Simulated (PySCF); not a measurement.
# Predicted spectroscopic data

[PySCF 2.14.0 with density-fitted response routines: coordinates at the GFN2-xTB level; shielding tensors at PBE0/pcSseg-1 (GIAO); in vacuum; one conformer; non-relativistic Hamiltonian; one averaged value for each set of equivalent atoms]

References, each an isolated molecule treated in the same way: 1H, 13C vs TMS. Where no couplings were computed, multiplicities follow the n + 1 count of equivalent neighbours, and m marks all less simple cases (inequivalent or close neighbours, rings, F or P nearby). Shifts are as computed. Against solution values, carbons near 30 ppm lie about +3 ppm off and those near 130 ppm about +5 ppm. Of 1309 compounds with measured shifts, 239 miss one by over three times the rms of a fit or turn the order of signals round; such compounds aren't used in these exercises.

**1.** `O=CO[C@H]1C[C@@H]([SiH2]O[SiH3])C1`, C₅H₁₂O₃Si₂. 1H NMR (600 MHz, computed): δ 8.04 (s, 1H), 6.27 (m, 1H), 5.44 (s, 3H), 5.02 (d, 2H), 2.62 (m, 2H), 2.43 (m, 2H), 1.29 (m, 1H). 13C{1H} NMR (computed): δ 163.6, 64.5, 31.6, 13.2.

**2.** `C=CCc1cc1=O`, C₆H₆O. 1H NMR (600 MHz, computed): δ 8.68 (s, 1H), 6.41 (m, 1H), 5.65 (m, 1H), 5.63 (m, 1H), 3.52 (d, 2H). 13C{1H} NMR (computed): δ 181.9, 157.9, 153.2, 140.5, 126.7, 37.7.
